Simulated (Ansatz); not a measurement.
Reaction (ligand exchange at the Si–S bond): `O[SiH](O)S[SiH2]Cl` + `N[SiH](O)O` → `O[SiH](O)N[SiH2]Cl` + `O[SiH](O)S`

Isolated molecules relaxed with PBE0-D4/def2-TZVP in Ansatz; ΔE leaves out vibrations. CCSD(T)/CBS is the MP2 limit (def2-TZVPP, def2-QZVPP) plus CCSD(T) − MP2 in def2-TZVPP, frozen cores. This one scheme is used for every species. DFT in def2-TZVPP. One conformer a species, not always the lowest.

`O[SiH](O)S[SiH2]Cl`:

Z-matrix (Å, degrees):
```
Si
O 1 1.626
S 1 2.149 2 113.4
O 1 1.634 2 108.5 3 117.6
H 1 1.475 2 105.2 3 -119.7
H 2 0.959 1 118.3 3 -61.9
Si 3 2.121 1 97.7 2 -86.4
H 4 0.959 1 117.8 2 -161.6
Cl 7 2.054 3 111.9 1 -83.6
H 7 1.479 3 110.8 1 36.0
H 7 1.478 3 107.1 1 158.5
```

`N[SiH](O)O`:

Z-matrix (Å, degrees):
```
Si
O 1 1.639
O 1 1.639 2 116.1
N 1 1.714 2 107.1 3 -119.6
H 1 1.475 2 104.4 3 114.2
H 2 0.959 1 117.1 3 74.9
H 3 0.959 1 117.0 2 -75.2
H 4 1.008 1 119.6 2 171.6
H 4 1.008 1 119.6 2 -46.2
```

`O[SiH](O)N[SiH2]Cl`:

Z-matrix (Å, degrees):
```
Si
O 1 1.637
N 1 1.729 2 106.3
O 1 1.629 2 107.6 3 -123.2
H 1 1.476 2 115.1 3 120.8
H 2 0.961 1 118.1 3 -48.1
Si 3 1.707 1 126.9 2 -11.0
H 3 1.010 1 116.6 2 158.9
H 4 0.959 1 118.1 2 48.7
Cl 7 2.077 3 111.5 1 64.4
H 7 1.479 3 109.2 1 -177.5
H 7 1.477 3 112.0 1 -52.4
```

`O[SiH](O)S`:

Z-matrix (Å, degrees):
```
Si
O 1 1.629
S 1 2.137 2 115.3
O 1 1.641 2 106.1 3 -122.0
H 1 1.476 2 107.0 3 115.4
H 2 0.959 1 117.6 3 88.8
H 3 1.345 1 94.4 2 -64.7
H 4 0.959 1 116.5 2 161.4
```

| level | ΔE (kJ/mol) |
| --- | --- |
| ωB97M-V | -4.6 |
| B2PLYP | -4.7 |
| r2SCAN | -0.2 |
| PBE0 | 3.2 |
| MP2/def2-TZVPP | -1.9 |
| SCS-MP2/def2-TZVPP | -5.6 |
| CCSD/def2-TZVPP | -8.0 |
| CCSD(T)/def2-TZVPP | -6.2 |

Problem. What does CCSD(T)/CBS give? (An estimate is asked.)

Solution. Computed: -2.5 kJ/mol. The listed levels differ from it by -2.1, -2.2, 2.3, 5.7, 0.6, -3.1, -5.5, -3.7 kJ/mol.

Largest T1 diagnostic among the species: 0.011.

In def2-TZVPP, CCSD(T) changes the Hartree–Fock value by +6.3 kJ/mol (the triples alone add +1.8 kJ/mol) and MP2 by +10.5 kJ/mol.
